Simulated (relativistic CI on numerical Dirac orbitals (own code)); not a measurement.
Method of calculation: Dirac-Coulomb-Breit CI, orbitals from a KLI potential per configuration, a model potential for QED, unscaled Slater integrals (own radial code, finite nucleus).

Configurations in the expansion (outside the closed core [Ar]): 3d¹⁰4s, 3d¹⁰4p, 3d¹⁰4d, 3d¹⁰4f, 3d¹⁰5s, 3d¹⁰5p, 3d¹⁰5d, 3d¹⁰5f, 3d¹⁰5g, 3d¹⁰6s, 3d¹⁰6p, 3d¹⁰6d, 3d⁹4s², 3d¹⁰6f, 3d¹⁰7s, 3d⁹4s4p, 3d¹⁰8s, 3d⁹4s4d, 3d⁹4s4f, 3d⁹4s5s, 3d⁹4s5p, 3d⁹4s5d, 3d⁹4s5f. Double excitations out of closed p, d and f shells are left out; levels of such configurations are missing from the list, as are those of other unlisted configurations, and high levels can miss mixing partners.

At this charge energies of transitions that change n are usually good to better than 1 %, and those within a shell (Δn = 0) to a few per cent.

Outline of the computed level scheme of Te XXIV. Lowest level of each configuration: 3d¹⁰4s ²S1/2 at 0.000 eV; 3d¹⁰4p ²P°1/2 at 48.745 eV; 3d¹⁰4d ²D3/2 at 143.159 eV; 3d¹⁰4f ²F°5/2 at 230.156 eV; 3d¹⁰5s ²S1/2 at 312.700 eV; 3d¹⁰5p ²P°1/2 at 335.399 eV; 3d¹⁰5d ²D3/2 at 378.440 eV; 3d¹⁰5f ²F°5/2 at 416.415 eV; 3d¹⁰5g ²G7/2 at 430.099 eV.

Some strong electric-dipole decays among the lowest 16 levels: 3d¹⁰5g ²G9/2 → 3d¹⁰4f ²F°7/2 (1.6e+12 s⁻¹); 3d¹⁰5g ²G7/2 → 3d¹⁰4f ²F°5/2 (1.6e+12 s⁻¹); 3d¹⁰5f ²F°7/2 → 3d¹⁰4d ²D5/2 (6.4e+11 s⁻¹); 3d¹⁰5s ²S1/2 → 3d¹⁰4p ²P°3/2 (6.3e+11 s⁻¹); 3d¹⁰5f ²F°5/2 → 3d¹⁰4d ²D3/2 (5.8e+11 s⁻¹); 3d¹⁰5p ²P°1/2 → 3d¹⁰4d ²D3/2 (3.4e+11 s⁻¹); 3d¹⁰5p ²P°1/2 → 3d¹⁰4s ²S1/2 (3.3e+11 s⁻¹); 3d¹⁰5d ²D5/2 → 3d¹⁰4p ²P°3/2 (3.3e+11 s⁻¹).

LS names give the leading component of a level, which can be under half, so a name can repeat, a term be missing and a line seem to break the LS rules.
